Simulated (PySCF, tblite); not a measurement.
Isomers of C7H9ClNP. Computed with GFN2-xTB (tblite): harmonic, unscaled wavenumbers at the GFN2-xTB geometry, gas phase. This tight-binding method is rough: wavenumbers can miss measured ones by several per cent, in bad cases by 10 to 20. One conformer each.

Electronic energies: PBE0/pcSseg-1 single points on the GFN2-xTB geometries (PySCF, gas phase).

```csv
SMILES,"electronic energy, lowest = 0 (kJ/mol)"
CN(C)c1ccpc(Cl)c1,28.6
CC(C)c1cnc(Cl)cp1,0.0
CN(C)c1ccc(Cl)cp1,23.7
```

Question: How do GFN2-xTB zero-point energies change the relative energies?

Answer: 
```csv
SMILES,ZPE (kJ/mol),of it from modes above 1550 cm⁻¹,electronic (kJ/mol),"with ZPE, lowest = 0 (kJ/mol)",lowest mode (cm⁻¹),rings
CC(C)c1cnc(Cl)cp1,377.7,162.7,0.0,0.0,40,1
CN(C)c1ccc(Cl)cp1,374.9,161.7,23.7,20.9,6,1
CN(C)c1ccpc(Cl)c1,376.4,171.5,28.6,27.3,21,1
```

The zero-point energies span 2.8 kJ/mol, from `CN(C)c1ccc(Cl)cp1` to `CC(C)c1cnc(Cl)cp1`. The order is unchanged.

Question: And how do the electronic energies of GFN2-xTB itself compare?

Answer: `CC(C)c1cnc(Cl)cp1` 0.0; `CN(C)c1ccc(Cl)cp1` 6.7; `CN(C)c1ccpc(Cl)c1` 18.2 kJ/mol, lowest = 0. Against the energies above, taken from the same isomer `CC(C)c1cnc(Cl)cp1`, the largest difference is 17.0 kJ/mol.
